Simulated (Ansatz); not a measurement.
`C=C(C)[SeH]` and `C=C(C)O` differ in one element.

Ansatz, PBE0-D4/def2-TZVP geometries, multiplicity 1. Each molecule was computed in one conformer, which needn't be the lowest.

Scalar relativity is left out up to krypton.

```
                             property  `C=C(C)[SeH]`
    HOMO energy (PBE/def2-TZVPP) / eV          -5.30
  HOMO–LUMO gap (PBE/def2-TZVPP) / eV           4.26
  LUMO energy (B3LYP/def2-TZVPP) / eV          -0.33
LUMO energy (ωB97M-V/def2-TZVPP) / eV           1.87
HOMO–LUMO gap (B3LYP/def2-TZVPP) / eV           5.82
    LUMO energy (PBE/def2-TZVPP) / eV          -1.04
```

What does the change do to each property? (Best estimate.)

Computed: 
```tsv
property	`C=C(C)O`	shift
HOMO energy (PBE/def2-TZVPP) / eV	-5.38	-0.08
HOMO–LUMO gap (PBE/def2-TZVPP) / eV	5.28	1.02
LUMO energy (B3LYP/def2-TZVPP) / eV	0.65	0.98
LUMO energy (ωB97M-V/def2-TZVPP) / eV	2.51	0.64
HOMO–LUMO gap (B3LYP/def2-TZVPP) / eV	7.03	1.21
LUMO energy (PBE/def2-TZVPP) / eV	-0.10	0.94
```

With PBE0 the HOMO falls by 0.22 eV and the LUMO rises by 1.01 eV, so the gap widens by about 1.23 eV. PBE moves the HOMO by -0.08 eV and ωB97M-V by -0.33 eV.

B3LYP here is the variant with VWN-RPA as its local correlation; programs differ in this.

Spin–orbit coupling is left out; it splits and shifts lone-pair levels of the heavy atoms by tenths of an eV.
